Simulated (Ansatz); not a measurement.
Geometry optimisation, RKS B3LYP-D4/def2-SVP (Ansatz 0.2.0).

input.yaml

```yaml
crystal:
  periodic: [false, false, false]
  atoms:
    - { symbol: "N", position_ang: [-0.7647, -1.9259, -0.0452] }
    - { symbol: Ge, position_ang: [0.5835, -0.7003, 0.2815] }
    - { symbol: Cl, position_ang: [2.5809, -1.457, 0.296] }
    - { symbol: "N", position_ang: [0.5566, 0.7629, -0.8857] }
    - { symbol: Ge, position_ang: [0.0796, 1.6024, 0.7015] }
    - { symbol: H, position_ang: [-1.15438, -2.16699, 0.97268] }
    - { symbol: H, position_ang: [-0.29174, -2.8041, -0.33981] }
    - { symbol: H, position_ang: [-0.3783, 0.6729, -1.4109] }
    - { symbol: H, position_ang: [-1.4252, 1.9813, 0.8425] }
    - { symbol: H, position_ang: [1.2685, 2.4769, 1.2319] }
basis:
  gaussian: { orbitals: def2-SVP }
hamiltonian:
  xc: b3lyp
  dispersion: d4
relax:
  f_tol: 0.015
  max_steps: 40
```

Run as:

```bash
$ ansatz run input.yaml --threads 2 --pin off --max-ram 3072MiB --backend cpu --events-out ev --progress --plain --runs-dir out
```

Task: Where does it end, and by what steps?

Result: The run converged. The force dipped under the threshold on the way, but the program's further checks kept it going. After 37 steps the energy has fallen by 0.724 eV; H6 moved furthest, 1.45 Å.

```tsv
step	energy less start (eV)	largest force component (eV/Å)	accepted
0	0.0000	2.724	yes
2	-0.5732	0.396	yes
4	-0.6349	0.397	yes
6	-0.6666	0.317	yes
8	-0.6776	0.362	yes
10	-0.6833	0.099	yes
12	-0.6891	0.080	yes
14	-0.6931	0.156	yes
16	-0.6989	0.312	yes
18	-0.7049	0.138	yes
20	-0.7088	0.112	yes
22	-0.7156	0.126	yes
24	-0.7195	0.050	yes
26	-0.7200	0.372	no
28	-0.7230	0.159	yes
30	-0.7240	0.019	yes
32	-0.7241	0.005	yes
34	-0.7242	0.016	yes
36	-0.7243	0.012	no
37	-0.7243	0.001	yes
```

```xyz
10
Properties=species:S:1:pos:R:3
N -0.632 -2.159 0.421
Ge 0.440 -0.684 0.433
Cl 2.471 -1.480 0.712
N 0.158 0.592 -0.852
Ge 0.003 1.633 0.719
H -0.140 -3.050 0.423
H -1.366 -2.145 -0.283
H 0.353 0.777 -1.834
H -1.374 2.315 0.907
H 1.142 2.643 0.998
```

Whether the end is a true minimum wasn't checked by a vibrational analysis.

Time of the run: 2.5 min on 2 threads of Intel(R) Xeon(R) 6975P-C (Granite Rapids) (shared host), peak memory 0.43 GiB.
